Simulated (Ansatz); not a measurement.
Born–Oppenheimer molecular dynamics of CH9NO2Si2 (15 atoms, charge 0, multiplicity 1). It goes on from the last frame of an earlier run, with new velocities.

All numbers below come from Ansatz, UKS B3LYP-D4/STO-3G.

* ensemble: NVT, Langevin thermostat
* time step: 1 fs
* steps asked: 100
* set temperature: 300 K
* friction: 0.01 /fs
* temperature schedule: 25 steps to 300 K, then 75 steps to 600 K
* seed: 227912

Frames 1 fs apart, positions in Å, forces in eV/Å.

Velocities at 20.0 fs (Å/ps):

```
N -10.58 1.38 0.21
C -0.44 -6.61 -5.88
Si -0.53 -3.74 -2.67
O 1.51 -2.64 4.08
O 4.73 4.54 -3.50
Si 3.07 0.99 6.43
H 15.10 34.49 -18.69
H -0.62 6.82 8.16
H 0.03 -20.54 25.44
H -33.77 29.33 1.90
H 3.09 23.16 8.00
H 28.25 16.76 21.09
H 21.96 36.03 4.37
H 15.78 -25.28 -30.55
H -22.48 1.62 -39.54
```

```xyz
15
Properties=species:S:1:pos:R:3:forces:R:3 time_fs=20.0 energy_less_start_eV=-0.789 T=502
N -0.174 -2.455 0.252 2.02 0.02 1.90
C -0.802 -1.267 -0.477 -0.84 1.25 0.60
Si -0.208 0.386 0.276 -0.17 1.62 0.28
O -1.530 1.260 1.152 1.95 -1.21 -0.32
O 1.064 -0.048 1.400 1.03 -0.89 -0.79
Si 0.784 1.700 -1.341 0.78 -0.44 2.53
H 0.696 -2.685 -0.371 -0.95 0.15 0.54
H 0.399 -2.010 1.153 -1.52 -0.57 -2.02
H -1.966 -1.208 -0.405 2.09 -0.95 -0.61
H -0.381 -1.319 -1.496 -1.12 0.09 -0.37
H -1.031 1.462 2.043 -0.35 -0.01 -0.34
H 1.893 -0.333 0.772 -1.83 0.74 1.11
H 1.004 3.074 -0.903 0.25 -0.41 -0.13
H -0.093 1.746 -2.391 -1.07 0.03 -2.08
H 2.017 0.962 -1.618 -0.26 0.58 -0.32
15
Properties=species:S:1:pos:R:3:forces:R:3 time_fs=21.0 energy_less_start_eV=-0.871 T=529
N -0.184 -2.453 0.253 2.86 -0.20 1.18
C -0.802 -1.273 -0.483 -1.36 1.65 1.54
Si -0.208 0.383 0.273 -0.07 1.61 0.44
O -1.528 1.256 1.156 2.04 -1.13 -0.07
O 1.069 -0.044 1.396 0.71 -0.80 -0.48
Si 0.787 1.701 -1.334 0.00 0.41 1.71
H 0.706 -2.652 -0.387 -1.39 0.04 1.02
H 0.392 -2.005 1.151 -1.50 -0.51 -1.96
H -1.956 -1.233 -0.384 1.82 -0.75 -0.68
H -0.421 -1.289 -1.496 -0.70 -0.19 -1.03
H -1.029 1.484 2.050 -0.44 -0.14 -0.68
H 1.913 -0.314 0.799 -1.68 0.65 0.77
H 1.027 3.109 -0.899 0.08 -1.13 -0.37
H -0.084 1.723 -2.431 -0.50 0.10 -1.17
H 1.993 0.967 -1.657 0.12 0.40 -0.21
15
Properties=species:S:1:pos:R:3:forces:R:3 time_fs=22.0 energy_less_start_eV=-1.004 T=593
N -0.191 -2.451 0.255 2.94 -0.37 0.20
C -0.804 -1.278 -0.488 -1.22 1.85 1.95
Si -0.208 0.379 0.270 0.04 1.59 0.66
O -1.525 1.252 1.159 2.00 -1.09 -0.08
O 1.075 -0.041 1.392 -0.31 -0.51 0.15
Si 0.790 1.701 -1.326 -0.90 1.01 0.57
H 0.701 -2.622 -0.394 -1.39 -0.20 1.17
H 0.368 -2.003 1.130 -1.14 -0.28 -1.36
H -1.931 -1.264 -0.372 0.99 -0.51 -0.61
H -0.469 -1.257 -1.508 -0.37 -0.43 -1.26
H -1.031 1.506 2.049 -0.38 -0.22 -0.76
H 1.916 -0.289 0.834 -0.85 0.36 0.05
H 1.050 3.134 -0.899 -0.06 -1.59 -0.49
H -0.080 1.703 -2.483 0.16 0.18 -0.05
H 1.971 0.976 -1.695 0.49 0.19 -0.13
15
Properties=species:S:1:pos:R:3:forces:R:3 time_fs=23.0 energy_less_start_eV=-1.037 T=584
N -0.196 -2.450 0.258 2.22 -0.59 -0.99
C -0.809 -1.281 -0.491 -0.41 1.94 1.69
Si -0.208 0.376 0.267 0.10 1.55 0.91
O -1.523 1.248 1.162 1.80 -1.16 -0.42
O 1.080 -0.039 1.387 -1.82 -0.11 0.97
Si 0.793 1.702 -1.318 -1.51 1.23 -0.54
H 0.682 -2.593 -0.391 -0.93 -0.52 0.97
H 0.335 -2.004 1.097 -0.47 0.19 -0.23
H -1.897 -1.298 -0.367 -0.35 -0.28 -0.42
H -0.522 -1.227 -1.532 -0.17 -0.65 -0.91
H -1.037 1.527 2.040 -0.16 -0.19 -0.52
H 1.910 -0.260 0.867 0.47 0.00 -0.88
H 1.072 3.144 -0.905 -0.15 -1.73 -0.51
H -0.074 1.685 -2.536 0.64 0.28 0.91
H 1.956 0.988 -1.731 0.73 0.05 -0.03
15
Properties=species:S:1:pos:R:3:forces:R:3 time_fs=24.0 energy_less_start_eV=-0.895 T=492
N -0.200 -2.448 0.260 0.89 -0.93 -2.16
C -0.814 -1.282 -0.494 0.74 2.02 0.88
Si -0.207 0.374 0.264 0.11 1.51 1.10
O -1.519 1.243 1.166 1.45 -1.35 -1.05
O 1.084 -0.037 1.383 -3.02 0.12 1.55
Si 0.795 1.703 -1.311 -1.67 1.03 -1.50
H 0.655 -2.569 -0.380 -0.08 -0.87 0.46
H 0.299 -2.001 1.061 0.41 0.83 1.27
H -1.865 -1.333 -0.367 -1.95 -0.10 -0.12
H -0.577 -1.206 -1.563 -0.02 -0.83 -0.17
H -1.045 1.545 2.025 0.22 -0.04 0.02
H 1.909 -0.232 0.889 1.54 -0.23 -1.55
H 1.091 3.137 -0.915 -0.19 -1.57 -0.43
H -0.060 1.670 -2.579 0.86 0.37 1.55
H 1.951 0.998 -1.766 0.72 0.03 0.14
15
Properties=species:S:1:pos:R:3:forces:R:3 time_fs=25.0 energy_less_start_eV=-0.707 T=406
N -0.203 -2.446 0.261 -0.58 -1.17 -2.74
C -0.818 -1.282 -0.496 1.27 2.05 -0.11
Si -0.207 0.373 0.260 0.05 1.49 1.22
O -1.516 1.238 1.169 1.06 -1.60 -1.73
O 1.085 -0.034 1.380 -3.02 0.04 1.49
Si 0.796 1.704 -1.304 -1.50 0.49 -2.26
H 0.627 -2.552 -0.364 1.02 -1.17 -0.26
H 0.267 -1.990 1.036 1.12 1.36 2.50
H -1.849 -1.369 -0.372 -2.93 0.04 0.16
H -0.631 -1.196 -1.596 0.18 -0.95 0.67
H -1.052 1.560 2.008 0.62 0.19 0.63
H 1.922 -0.206 0.894 1.48 -0.17 -1.53
H 1.105 3.118 -0.927 -0.17 -1.14 -0.28
H -0.037 1.660 -2.605 0.84 0.45 1.86
H 1.952 1.008 -1.802 0.55 0.10 0.38
15
Properties=species:S:1:pos:R:3:forces:R:3 time_fs=26.0 energy_less_start_eV=-0.679 T=394
N -0.206 -2.445 0.260 -1.27 -0.90 -2.16
C -0.822 -1.280 -0.496 0.43 1.87 -0.81
Si -0.207 0.372 0.257 -0.06 1.51 1.23
O -1.512 1.231 1.172 0.80 -1.74 -2.08
O 1.086 -0.032 1.378 -1.88 -0.27 0.89
Si 0.798 1.706 -1.298 -1.18 -0.27 -2.78
H 0.610 -2.545 -0.352 1.90 -1.30 -0.81
H 0.248 -1.967 1.032 1.19 1.23 2.49
H -1.859 -1.404 -0.379 -2.51 0.25 0.30
H -0.684 -1.195 -1.622 0.45 -0.97 1.24
H -1.055 1.577 1.995 0.84 0.33 0.93
H 1.946 -0.182 0.880 0.39 0.06 -0.88
H 1.116 3.088 -0.938 -0.08 -0.47 -0.07
H -0.005 1.654 -2.612 0.62 0.52 1.87
H 1.957 1.021 -1.837 0.35 0.17 0.64
15
Properties=species:S:1:pos:R:3:forces:R:3 time_fs=27.0 energy_less_start_eV=-0.793 T=424
N -0.209 -2.443 0.259 -0.59 -0.15 -0.95
C -0.825 -1.277 -0.497 -1.35 1.42 -1.05
Si -0.207 0.372 0.255 -0.15 1.54 1.13
O -1.508 1.224 1.172 0.81 -1.62 -1.80
O 1.085 -0.029 1.376 -0.54 -0.56 0.19
Si 0.799 1.708 -1.292 -0.78 -1.18 -2.99
H 0.612 -2.550 -0.353 1.86 -1.17 -0.64
H 0.243 -1.930 1.051 0.68 0.37 1.22
H -1.892 -1.434 -0.382 -1.02 0.59 0.32
H -0.732 -1.205 -1.635 0.72 -0.89 1.42
H -1.051 1.598 1.990 0.75 0.24 0.65
H 1.972 -0.155 0.856 -0.87 0.24 -0.11
H 1.126 3.055 -0.946 0.06 0.37 0.17
H 0.030 1.652 -2.600 0.25 0.57 1.58
H 1.963 1.035 -1.868 0.18 0.22 0.87
15
Properties=species:S:1:pos:R:3:forces:R:3 time_fs=28.0 energy_less_start_eV=-0.826 T=449
N -0.211 -2.442 0.257 0.82 0.57 -0.05
C -0.830 -1.272 -0.498 -2.95 0.84 -0.92
Si -0.208 0.373 0.253 -0.19 1.53 0.99
O -1.503 1.216 1.171 1.03 -1.21 -1.02
O 1.083 -0.027 1.375 0.37 -0.71 -0.32
Si 0.800 1.710 -1.288 -0.27 -1.97 -2.79
H 0.632 -2.566 -0.361 0.97 -0.80 0.08
H 0.246 -1.891 1.083 0.10 -0.61 -0.31
H -1.935 -1.458 -0.384 0.51 0.92 0.34
H -0.774 -1.224 -1.635 0.94 -0.72 1.24
H -1.041 1.623 1.991 0.38 -0.10 -0.09
H 1.989 -0.126 0.834 -1.70 0.28 0.46
H 1.137 3.026 -0.953 0.21 1.17 0.41
H 0.065 1.657 -2.571 -0.26 0.58 0.93
H 1.970 1.050 -1.891 0.03 0.23 1.06
15
Properties=species:S:1:pos:R:3:forces:R:3 time_fs=29.0 energy_less_start_eV=-0.717 T=380
N -0.213 -2.440 0.256 2.11 0.95 0.33
C -0.837 -1.266 -0.500 -3.77 0.29 -0.54
Si -0.208 0.374 0.252 -0.20 1.49 0.83
O -1.498 1.207 1.169 1.27 -0.72 -0.18
O 1.082 -0.025 1.373 0.73 -0.74 -0.58
Si 0.802 1.711 -1.285 0.40 -2.33 -2.10
H 0.663 -2.588 -0.370 -0.16 -0.34 0.84
H 0.252 -1.858 1.113 -0.26 -1.28 -1.36
H -1.972 -1.472 -0.383 1.48 1.14 0.38
H -0.809 -1.248 -1.626 1.10 -0.53 0.81
H -1.027 1.646 1.994 -0.03 -0.50 -0.86
H 1.992 -0.093 0.815 -1.98 0.21 0.74
H 1.150 3.011 -0.958 0.28 1.61 0.56
H 0.097 1.669 -2.531 -0.91 0.56 -0.03
H 1.979 1.068 -1.904 -0.06 0.19 1.16
15
Properties=species:S:1:pos:R:3:forces:R:3 time_fs=30.0 energy_less_start_eV=-0.614 T=333
N -0.213 -2.437 0.255 2.83 1.08 0.43
C -0.847 -1.260 -0.501 -3.79 -0.16 0.03
Si -0.209 0.376 0.252 -0.20 1.40 0.66
O -1.494 1.198 1.167 1.41 -0.33 0.39
O 1.080 -0.025 1.371 0.58 -0.68 -0.58
Si 0.804 1.712 -1.283 1.12 -2.11 -1.03
H 0.694 -2.610 -0.370 -1.04 0.07 1.27
H 0.255 -1.836 1.131 -0.42 -1.60 -1.85
H -1.993 -1.475 -0.379 1.82 1.20 0.43
H -0.833 -1.274 -1.612 1.17 -0.34 0.23
H -1.013 1.665 1.989 -0.32 -0.78 -1.32
H 1.980 -0.058 0.803 -1.73 0.09 0.74
H 1.164 3.011 -0.958 0.23 1.55 0.58
H 0.122 1.686 -2.492 -1.60 0.54 -1.14
H 1.986 1.090 -1.910 -0.05 0.09 1.17
15
Properties=species:S:1:pos:R:3:forces:R:3 time_fs=31.0 energy_less_start_eV=-0.685 T=360
N -0.212 -2.435 0.256 2.86 1.09 0.45
C -0.861 -1.253 -0.503 -3.13 -0.49 0.68
Si -0.209 0.378 0.253 -0.19 1.25 0.47
O -1.489 1.189 1.164 1.33 -0.19 0.52
O 1.079 -0.024 1.369 -0.07 -0.59 -0.30
Si 0.806 1.712 -1.283 1.60 -1.41 -0.06
H 0.714 -2.631 -0.356 -1.45 0.36 1.28
H 0.253 -1.829 1.130 -0.43 -1.64 -1.85
H -1.996 -1.466 -0.370 1.59 1.11 0.49
H -0.848 -1.303 -1.596 1.16 -0.17 -0.43
H -1.000 1.675 1.971 -0.39 -0.80 -1.32
H 1.954 -0.021 0.799 -0.98 -0.01 0.43
H 1.178 3.025 -0.952 0.07 1.03 0.49
H 0.132 1.706 -2.466 -2.03 0.51 -1.91
H 1.991 1.111 -1.905 0.06 -0.07 1.06
```

Of the whole run (100 fs, mean temperature of the second half 448 K): The schedule's set-point averaged 500 K over the second half and the system 448 K. A run of 0.1 ps of so small a system gives no equilibrium averages. Limits of this set-up: minimal basis.

Run time: 5.6 min on 1 thread of Intel(R) Xeon(R) 6975P-C (Granite Rapids) (shared host), peak memory 0.2 GiB.
